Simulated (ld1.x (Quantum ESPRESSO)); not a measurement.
# Transferability test, TM potential for iodine

iodine, norm-conserving Troullier–Martins (Kleinman–Bylander form), made with ld1.x (Quantum ESPRESSO) 7.5 (PBEsol, fully relativistic). Core [Kr] 4d10, reference 5s2 5p3 (charge +2). Waves: 5s (bound): rc 1.65 bohr; 5p (bound): rc 1.85 bohr; 5d channel at 0.4 Ry: rc 1.60 bohr. Local part: all-electron potential smoothed inside 1.60 bohr (lloc = -1). Core correction: Bessel-smoothed model core, default radius (core density twice the valence density).

Open shells are filled in proportion to 2j + 1 (rel_dist='average').

Energies are relative to the spin-unpolarised reference configuration 5s2 5p3; without spin polarisation the order of configurations can differ from experiment.

(1) Give the all-electron excitation energy and the error of the potential for: 5s2 5p5; 5s2 5p4; 5s2 5p2; 5s1 5p5; 5s2 5p1; 5s2 5p4.5; 5s2 5p5.3.

Levels in the configuration 5s1 5p5:

```tsv
level	all-electron (eV)	pseudo (eV)
5s j=1/2	-27.031	-27.054
5p j=1/2	-16.783	-16.793
5p j=3/2	-15.592	-15.600
```

Note: ghost states, extra bound levels that the all-electron valence spectrum of the same l lacks: d3/2 at -6372.3 eV, d5/2 at -1778.9 eV, s at -60.2 eV. A true bound ghost makes a file unfit for plane-wave use.

## Answers

(1)

```csv
valence configuration,charge,ΔE all-electron (eV),error AE − PS (meV)
5s2 5p5,0,-31.090,+12
5s2 5p4,+1,-19.913,+1.9
5s2 5p2,+3,29.420,-5.3
5s1 5p5,+1,-8.950,-2.7
5s2 5p1,+4,68.955,-54
5s2 5p4.5,+0.5,-26.537,+5.8
5s2 5p5.3,-0.3,-32.884,+16
```
